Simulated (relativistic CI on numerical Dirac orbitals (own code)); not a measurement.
# V4+ in a cubic cluster: 2p photoemission with charge transfer

Computed with a charge-transfer multiplet model of a cubic metal-ligand cluster with up to 2 ligand holes, Slater and spin-orbit integrals from Dirac-Coulomb-Breit ions, Slater integrals scaled by 0.8. The ground state mixes d1 with configurations of k ligand holes L, whose averages lie at kΔ + k(k − 1)U_dd/2; a core hole lowers each added d electron by U_cd. 20 K, Lorentzian 0.6 eV and Gaussian 0.8 eV FWHM.

Atomic integrals in eV (Slater integrals scaled, ζ unscaled), ground: F2dd 8.057, F4dd 5.049, zeta_d 0.029; with the core hole: F2dd 8.057, F4dd 5.049, zeta_d 0.047, zeta_core 4.606, F2cd 5.989, G1cd 4.613, G3cd 2.623. Where a configuration has fewer than two d electrons, the dd integrals are those of d2.

Cluster parameters (eV): Δ = -0.4, U_dd = 5.8, U_cd = 6.8, 10Dq = 0.25, 10Dq(ligand) = 1, final-state hopping factor = 0.8.

| Case | n_d | d1 | d2L | d3L2 | S |
| --- | --- | --- | --- | --- | --- |
| V(eg) = 1.2 eV, V(t2g) = -0.51 eV | 1.89 | 0.23 | 0.66 | 0.12 | 0.50 |
| V(eg) = 1.8 eV, V(t2g) = -0.76 eV | 1.92 | 0.24 | 0.61 | 0.16 | 0.50 |
| V(eg) = 2.1 eV, V(t2g) = -0.89 eV | 1.93 | 0.24 | 0.59 | 0.17 | 0.50 |

Weights, n_d and S are thermal averages at 20 K. Binding energies count from the first peak over 30 % of the highest in each spectrum, which can be another peak from case to case. The parameters are a model scan and need not match a compound or its usual spin state. Peaks in eV (height, largest 100):
- V(eg) = 1.2 eV, V(t2g) = -0.51 eV: 0.0 (100), 2.8 (49), 5.2 (54), 7.9 (66), 11.2 (30), 13.0 (38), 20.4 (11)
- V(eg) = 1.8 eV, V(t2g) = -0.76 eV: 0.0 (100), 3.6 (25), 7.9 (64), 15.3 (15), 18.2 (7)
- V(eg) = 2.1 eV, V(t2g) = -0.89 eV: 0.0 (100), 3.8 (19), 8.0 (55), 16.4 (10), 19.1 (5)

For the case V(eg) = 2.1 eV, V(t2g) = -0.89 eV, Δ = -0.4 eV is smaller than U_dd = 5.8 eV, the charge-transfer side of the Zaanen-Sawatzky-Allen scheme (negative Δ: between configuration averages a ligand hole costs less than the nominal valence; multiplet and field energies can change this for the lowest states). With the core hole the average of the configuration with one ligand hole lies at Δ − U_cd = -7.2 eV before mixing: it lies below the unscreened one, so the lowest final states are mostly screened and the unscreened weight appears at higher binding energy as a satellite.

With at most 2 ligand holes the space is cut while the next configuration still counts, so covalency is underestimated, and a final configuration with one more ligand hole, which can lie low, is missing from the spectra.
